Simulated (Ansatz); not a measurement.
CBCl₂NO (SMILES O=C=NB(Cl)Cl), singlet, at a GFN2-xTB geometry; Ansatz (an electronic-structure program) with B3LYP/def2-TZVPPD.

Input for Ansatz:
Ansatz 0.2 input:
```yaml
crystal:
  periodic: [false, false, false]
  atoms:
    - {symbol: B, position_ang: [-0.35786564, 0.21183045, -0.14974860]}
    - {symbol: Cl, position_ang: [-1.71018551, -0.85006447, -0.04405016]}
    - {symbol: Cl, position_ang: [-0.52321005, 1.80581145, -0.75843784]}
    - {symbol: N, position_ang: [0.90247540, -0.22394095, 0.26575994]}
    - {symbol: C, position_ang: [1.84808330, -0.82397274, 0.67598136]}
    - {symbol: O, position_ang: [2.79390315, -1.34942849, 1.05935391]}
basis:
  gaussian:
    orbitals: def2-TZVPPD.json
hamiltonian:
  xc: b3lyp
```
The basis file holds def2-TZVPPD in the JSON format of the Basis Set Exchange.

Q: What does Ansatz print? Leave out banner, timings and long lists.

A: 
```
Functional definition: B3LYP
1370 factors; their error is unknown
mean field evaluation 1: about -30295.9752 eV, gradient 6.2e1 eV
mean field evaluation 2: about -30288.5507 eV, gradient 8.5e1 eV
mean field evaluation 4: about -30302.3870 eV, gradient 6.7e0 eV
mean field evaluation 8: about -30302.4702 eV, gradient 1.4e-1 eV
mean field evaluation 16: about -30302.5404 eV, gradient 1.9e-4 eV
mean field -30302.54037993 eV, -1113.5978191628 hartree, gradient 3.4e-5 eV, S^2 0.000000; 0 other end points of the search recorded, 0 dependent functions left out
reference -30302.54069873 eV, -1113.5978308784 hartree; 30, 30 occupied and 223, 223 virtual orbitals, 1370 factors
Total energy: -30302.54069873 eV, -1113.5978308784 hartree
```
